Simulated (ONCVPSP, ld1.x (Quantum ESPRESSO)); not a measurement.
**Pseudopotentials across the periodic table**

Generated with ld1.x 7.5 (TM, RRKJ, ultrasoft, PAW), atompaw 4.2 or ONCVPSP 4.0.1. The cutoff is in Ry: for ld1.x and atompaw files where the sum of valence levels is converged to 10 mRy in a Bessel basis, for ONCV files where the hardest occupied wave has 1 mHa per electron of residual kinetic energy. The error is the largest all-electron minus pseudo excitation energy over each file’s own four to seven test configurations (ionisations up to +4, promotions, holes and added fractions of an electron), all of which were solved. The labels leave out finer settings (local radius, basis sizes, second energies), which also bear on the numbers. Spin-polarised tests are not counted. The rows are a selection from randomly drawn settings: files with unsolved tests, undetermined cutoffs or missed reference levels are left out.

```tsv
element	potential	cutoff (Ry)	largest error (meV)	bound ghosts
F	ONCV, PBEsol, non-relativistic, rc 0.55/1.20/0.95 (spd), local s, core correction yes, reference 2s2 2p2, qcut 13.8/12.2/11.5, projectors 0/2/2	377	+490	none
Sc	ONCV, PBEsol, fully relativistic, rc 1.75/1.85/1.95 (spd), local smoothed, core correction yes, reference 3s2 3p6 3d1, qcut 6.1/8/8.3, projectors 2/2/1	49	+95	none
V	ONCV, PBE, fully relativistic, rc 1.45/1.30/1.30/1.50 (spdf), local smoothed, core correction yes, reference 3s2 3p6 3d3 4s1, qcut 6.6/8.5/13.5/6.5, projectors 3/2/3/2	118	+8.8	none
Co	ONCV, PBE, scalar-relativistic, rc 1.05/0.85/0.90 (spd), local smoothed, core correction no, reference 3s2 3p6 3d7 4s1, qcut 12.1/8.6/16.5, projectors 2/2/2	212	-1.6	none
Rb	ONCV, PBE, scalar-relativistic, rc 2.30/2.15/2.20/2.00 (spdf), local smoothed, core correction yes, reference 4s2 4p6 5s1, qcut 4.9/7.3/4.2/6.5, projectors 2/2/3/2	23	-140	none
In	RRKJ, PBE, scalar-relativistic, rc 2.15/2.95 (sp), local smoothed, core correction yes, reference 5s2 5p1	30	-182	none
Pm	ONCV, PBE, scalar-relativistic, rc 2.45/2.20/3.25 (spd), local smoothed, core correction no, reference 5s2 5p6 5d1 6s1.5 6p0.5, qcut 5.6/7/4.5, projectors 2/2/1	29	+7.8	none
Pt	ONCV, PBE, scalar-relativistic, rc 1.40/1.60/1.40 (spd), local d, core correction yes, reference 5s2 5p6 5d9 6s1, qcut 6.9/10.4/7.2, projectors 2/1/0	136	-7.4	none
```

(1) Fill in the row for Ge: ONCV, PBEsol, scalar-relativistic, rc 1.25/1.25/0.65 (spd), local smoothed, core correction yes, reference 3s2 3p6 3d10 4s2 4p2, qcut 11.9/9.8/15.3, projectors 3/2/2.

Results:

(1) cutoff 1343 Ry, largest error +89 meV, bound ghosts: none.
